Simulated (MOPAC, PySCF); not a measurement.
C4H11B, SMILES `B[C@@H](C)CC`, neutral singlet in the gas phase. 

Cartesian coordinates (Å):
```xyz
16

B     -1.0645     1.4346    -0.4162
C     -0.7367     0.0565     0.2046
C     -1.0024    -1.1642    -0.6763
C      0.5815    -0.0314     0.9795
C      1.8126     0.0507     0.0876
H     -0.5840     2.4320     0.0322
H     -1.8779     1.5338    -1.2849
H     -1.5494     0.0848     0.9651
H     -2.0002    -1.1249    -1.1128
H     -0.2919    -1.2214    -1.5016
H     -0.9172    -2.0927    -0.1075
H      0.6117    -0.9646     1.5500
H      0.6171     0.7798     1.7100
H      1.8226     0.9856    -0.4778
H      2.7295     0.0123     0.6764
H      1.8491    -0.7710    -0.6282
```
Charge 0, multiplicity 1.

All levels are single points at this geometry (CAM-B3LYP-D3(BJ)/def2-TZVP); Pople sets use spherical d functions. Orbital energies aren't observables, and empty levels follow the basis.

PM7 in MOPAC gives dipole (D) = 0.48.

Question: Estimate the dipole (D) from each of these levels: CAM-B3LYP-D3(BJ)/def2-TZVP in PySCF; PBE-D3(BJ)/def2-TZVP in PySCF; B3LYP/3-21G in PySCF; B3LYP/6-311+G** in PySCF; B3LYP/6-31G* in PySCF; PBE/6-31G* in PySCF; HF/3-21G in PySCF; HF/6-31G* in PySCF; HF/STO-3G in PySCF; AM1 in MOPAC; PM3 in MOPAC; PM6 in MOPAC.

Answer: 
| level | dipole (D) |
|---|---|
| CAM-B3LYP-D3(BJ)/def2-TZVP in PySCF | 0.68 |
| PBE-D3(BJ)/def2-TZVP in PySCF | 0.79 |
| B3LYP/3-21G in PySCF | 0.71 |
| B3LYP/6-311+G** in PySCF | 0.68 |
| B3LYP/6-31G* in PySCF | 0.69 |
| PBE/6-31G* in PySCF | 0.78 |
| HF/3-21G in PySCF | 0.55 |
| HF/6-31G* in PySCF | 0.52 |
| HF/STO-3G in PySCF | 0.38 |
| AM1 in MOPAC | 0.53 |
| PM3 in MOPAC | 0.91 |
| PM6 in MOPAC | 0.63 |
